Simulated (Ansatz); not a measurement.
**One arrangement of a pair**

The pair of F⁻ (SMILES [F-], atom 1) and AlF3 (SMILES F[Al](F)F, atoms 2–5), both closed shells, in one local arrangement (a lower one may exist), relaxed at PBE0-D4/def2-TZVPD:

```xyz
5
angstrom
F 0.3158 -0.2231 -1.6441
F 1.1828 1.0027 0.6695
Al 0.0000 -0.0000 0.0000
F -1.5181 0.7156 0.1895
F 0.0195 -1.4953 0.7850
```

Program: Ansatz 0.2.0. Basis: def2-TZVPPD, with def2-QZVPPD for the basis limit. Cores are frozen in the correlated methods. B3LYP uses VWN-RPA correlation. Extrapolation: Hartree–Fock as exp(−7.88 √X), correlation as X^−2.97. Interaction energies count from these two fragments, frozen as in the pair, with the counterpoise correction; negative means bound.

Question: What is the interaction energy by CCSD(T) at an estimated basis limit (MP2 extrapolated from triple and quadruple zeta, plus CCSD(T) − MP2 in triple zeta)? (An estimate is asked for; the value comes from the calculation.)

Answer: By the calculation: -139.54 kcal/mol. Hartree–Fock alone gives -148.32 kcal/mol at the basis limit. It counts from the two fragments frozen as in the pair.

The same quantity by other methods in triple zeta, and each one's difference from that estimate:
| method | E_int (kcal/mol) | difference |
| --- | --- | --- |
| PBE-D4 | -128.66 | 10.88 |
| revPBE-D4 | -125.46 | 14.08 |
| BLYP-D4 | -126.26 | 13.28 |
| r2SCAN-D4 | -138.19 | 1.35 |
| B97M-V | -137.45 | 2.09 |
| PBE0-D4 | -137.55 | 1.99 |
| B3LYP-D4 | -134.71 | 4.83 |
| HSE06-D4 | -137.47 | 2.07 |
| wB97X-V | -137.14 | 2.40 |
| wB97M-V | -136.71 | 2.83 |
| B2PLYP | -134.78 | 4.76 |
| HF | -147.43 | -7.89 |
| MP2 | -134.64 | 4.90 |
| CCSD | -139.06 | 0.48 |
| CCSD(T) | -136.91 | 2.63 |
Differences are method less estimate.

Question: Which atoms make the shortest contact between the fragments?

Answer: F1 and Al3, 1.69 Å apart.

Energy to bend the free fragments (PBE0-D4 minima) into their shapes in the pair, CCSD(T)/def2-TZVPPD: AlF3 24.62 kcal/mol. This must be added to the interaction energy to get the binding energy from relaxed fragments.

Basis-set superposition shift (counterpoise-corrected less uncorrected): CCSD(T) 2.00; MP2 1.93; HF 0.26; PBE0-D4 0.30; wB97M-V 0.26 kcal/mol.

The T1 diagnostic stays at or below 0.026.

For scale, one of the runs: CCSD(T)/def2-TZVPPD, 208 basis functions, launched by `ansatz run in.yaml --threads 4 --pin off --events-out ev --progress --plain --max-ram 9574MiB`. The run took 12 s on 4 CPU threads of an Intel Xeon Platinum 8259CL (shared host), with 1.6 GiB of host memory at its peak.
